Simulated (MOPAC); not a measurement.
MOPAC input (PM3):

```
PM3 PRECISE GNORM=0.05 LET XYZ CHARGE=1 GEO-OK AUX(PRECISION=9) THREADS=1
CHSe2

Se   -1.69381200 1    0.00471600 1    0.09582700 1
C     0.09056600 1    0.03123000 1   -0.03337800 1
Se    1.73187800 1   -0.04283800 1   -0.06386100 1
H    -1.83763400 1    1.10878900 1   -0.88657600 1
```

From the output:

```
                                                       MOPAC v23.2.5 Linux

          FINAL HEAT OF FORMATION =        270.11063 KCAL/MOL =    1130.14286 KJ/MOL

          COSMO AREA              =        106.47 SQUARE ANGSTROMS
          COSMO VOLUME            =         91.20 CUBIC ANGSTROMS

          GRADIENT NORM           =          0.01416          =       0.00708 PER ATOM
          IONIZATION POTENTIAL    =         15.022378 EV
          HOMO LUMO ENERGIES (EV) =        -15.022 -8.225
          NO. OF FILLED LEVELS    =          8
          MOLECULAR WEIGHT        =        170.9389         POINT GROUP:  Cs

          MOLECULAR DIMENSIONS (Angstroms)

            Atom       Atom       Distance
            H     4   Se     3     3.84380
           Se     3   Se     1     1.22023
            H     4    C     2     0.00000

          SCF CALCULATIONS        =         12

   ATOM   CHEMICAL          X               Y               Z
  NUMBER   SYMBOL      (ANGSTROMS)     (ANGSTROMS)     (ANGSTROMS)

     1      Se         -1.57666078  *   0.00395482  *   0.08958970  *
     2       C          0.13921195  *   0.05415818  *  -0.05683009  *
     3      Se          1.60979511  *  -0.05058534  *  -0.04969584  *
     4       H         -1.96191326  *   1.10494846  *  -0.87578748  *

                             CARTESIAN COORDINATES

   1   Se       -1.576660776     0.003954818     0.089589704
   2    C        0.139211954     0.054158179    -0.056830088
   3   Se        1.609795106    -0.050585342    -0.049695836
   4    H       -1.961913263     1.104948462    -0.875787483

           Empirical Formula: C H Se2  =     4 atoms

      MOLECULAR POINT GROUP   :   Cs

                  EIGENVALUES
 -35.38335 -27.10233 -22.05701 -19.67516 -19.61504 -18.14107 -16.53701 -15.02238
  -8.22508  -7.85184  -7.47442  -6.88190  -5.25600

              NET ATOMIC CHARGES AND DIPOLE CONTRIBUTIONS

  ATOM NO.   TYPE          CHARGE      No. of ELECS.   s-Pop       p-Pop
    1         Se           0.511103        5.4889     1.83911     3.64979
    2          C          -0.453112        4.4531     1.34215     3.11096
    3         Se           0.834280        5.1657     1.83808     3.32764
    4          H           0.107730        0.8923     0.89227
 DIPOLE           X         Y         Z       TOTAL
 POINT-CHG.     1.197     0.315    -0.353     1.287
 HYBRID        -0.751     0.872    -0.739     1.367
 SUM            0.446     1.187    -1.092     1.673

          ATOMIC ORBITAL ELECTRON POPULATIONS

     Atom    s        px        py        pz
    1 Se   1.83911   0.83494   1.37912   1.43573
    2  C   1.34215   1.19140   0.96218   0.95737
    3 Se   1.83808   0.86674   1.21448   1.24642
    4  H   0.89227

 **********************
 *                    *
 * JOB ENDED NORMALLY *
 *                    *
 **********************

 == MOPAC DONE ==
```

The dipole moment of an ion depends on the origin.

The geometry given is a B3LYP-D3(BJ)/def2-TZVP minimum.
